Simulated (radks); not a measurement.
The boron ion B3+, configuration 1s1.5 2p0.5 (fractional occupations, a model configuration). Calculated with a radial shooting solver on a logarithmic mesh with Libxc functionals: scalar-relativistic Kohn-Sham, Wu-Cohen GGA, spin-polarised, spherical densities, finite nucleus; open shells are filled with parallel spins first; Fermi nuclear charge, rms radius 2.406 fm. Some entries of the table are withheld. Estimate them.

orbital  occ.  eigenvalue (eV)  <r^2> (bohr^2)
1s up       1              (1)          0.1339
1s down   0.5              (2)          0.1370
2s up       0         -48.6280             (3)
2p up     0.5         -43.6444           2.040

Answer. 
(1) 1s up eigenvalue (eV): -256.4488
(2) 1s down eigenvalue (eV): -246.9550
(3) 2s up <r^2> (bohr^2): 2.408
